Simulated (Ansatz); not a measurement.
Geometry optimisation, RKS PBE-D4/6-31G* in Ansatz.

Input file:

```yaml
crystal:
  periodic: [false, false, false]
  atoms:
    - { symbol: B, position_ang: [0.175026, -0.595818, -0.112421] }
    - { symbol: F, position_ang: [-0.68104, 0.942284, 1.695291] }
    - { symbol: F, position_ang: [1.359663, 0.017942, -0.182773] }
    - { symbol: F, position_ang: [-0.814993, -0.252988, -0.942343] }
    - { symbol: "N", position_ang: [-0.008364, -1.7521, 0.804631] }
    - { symbol: H, position_ang: [-0.845996, -2.31769, 0.677175] }
    - { symbol: C, position_ang: [1.087815, -2.394402, 1.52141] }
    - { symbol: H, position_ang: [1.363144, -3.369243, 1.07737] }
    - { symbol: H, position_ang: [1.970789, -1.7395, 1.474717] }
    - { symbol: H, position_ang: [0.840397, -2.561269, 2.586069] }
    - { symbol: H, position_ang: [-0.742342, 0.039685, 1.952173] }
basis:
  gaussian: { orbitals: "6-31G*" }
hamiltonian:
  xc: pbe
  dispersion: d4
relax:
  f_tol: 0.03
  max_steps: 50
```

Launched with:

```bash
$ ansatz run input.yaml --threads 2 --pin off --max-ram 3072MiB --backend cpu --events-out ev --progress --plain --runs-dir out
```

**Question.** Where does it end, and by what steps?

**Answer.** The run converged. The force dipped under the threshold on the way, but the program's further checks kept it going. After 12 steps the energy has fallen by 0.154 eV; F2 moved furthest, 0.36 Å.

```csv
step,energy less start (eV),largest force component (eV/Å),accepted
0,0.0000,1.700,yes
1,-0.1044,0.726,yes
2,-0.1302,0.727,yes
3,-0.1445,0.192,yes
4,-0.1487,0.245,yes
5,-0.1514,0.072,yes
6,-0.1523,0.034,yes
7,-0.1530,0.053,yes
8,-0.1522,0.136,no
9,-0.1533,0.016,yes
10,-0.1536,0.031,yes
11,-0.1534,0.067,no
12,-0.1538,0.020,yes
```

```xyz
11
Properties=species:S:1:pos:R:3
B 0.180 -0.644 -0.196
F -0.600 0.731 1.978
F 1.381 -0.072 -0.325
F -0.812 -0.291 -1.020
N -0.042 -1.649 0.797
H -0.898 -2.199 0.714
C 1.039 -2.293 1.550
H 1.380 -3.226 1.067
H 1.891 -1.599 1.603
H 0.717 -2.527 2.579
H -0.533 -0.215 1.803
```

Whether the end is a true minimum wasn't checked by a vibrational analysis.

The run took 29 s on 2 threads of Intel(R) Xeon(R) Platinum 8259CL CPU @ 2.50GHz (Skylake/Cascade Lake), with other jobs on the host, peak memory 0.17 GiB.
